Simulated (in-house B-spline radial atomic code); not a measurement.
# Ionising Ni IV (Ni3+) with different functionals

Computed with a B-spline radial code for spherical atoms: four-component Dirac-Coulomb Hamiltonian, Fermi nucleus of rms radius 3.7757 fm, spin-restricted, spherical fractional occupations for the functionals. The ionisation energy is the difference of two self-consistent energies, [Ar] 3d7 → [Ar] 3d6, without Breit or QED terms; ε is the level of the shell that loses the electron (mean over j). The electron is taken from both j subshells in proportion to 2j + 1, so the result is a j average, not the step between ground levels.

Hybrids are left out here: with spherical fractional occupations of an open shell their exact exchange keeps a self-interaction that integer-occupation calculations don't have.

```
           method  rung  ΔSCF (eV)  -ε(3d) (eV)
         LDA VWN5   LDA          ?            ?
 relativistic LDA   LDA      57.90        47.41
         LDA PW92   LDA      57.87        47.39
LDA exchange-only   LDA      56.05        45.63
              PBE   GGA      57.55        47.06
           PBEsol   GGA      57.52        47.03
             BLYP   GGA      57.53        47.05
             RPBE   GGA      57.46        46.96
             PW91   GGA      57.68        47.18
             BP86   GGA          ?            ?
             AM05   GGA      57.54        47.04
             OLYP   GGA      57.81        47.25
```

What does LDA VWN5 give?

ΔSCF 57.88 eV, and -ε(3d) = 47.40 eV.

What does BP86 give?

ΔSCF 57.61 eV, and -ε(3d) = 47.12 eV.

How do they compare with the NIST value?

NIST lists 54.9 eV ± 0.25 (semi-empirical, ground level to ground level). Errors run from +1.13 to +2.98 eV. The correlated functionals all miss on the same side by more than they spread, so the cause is common to them (Breit-QED terms, spin polarisation, the choice among j levels, multiplet and fine-structure energies, or a listed next ion that isn't the cheapest removal here) and closeness doesn't rank the functionals.
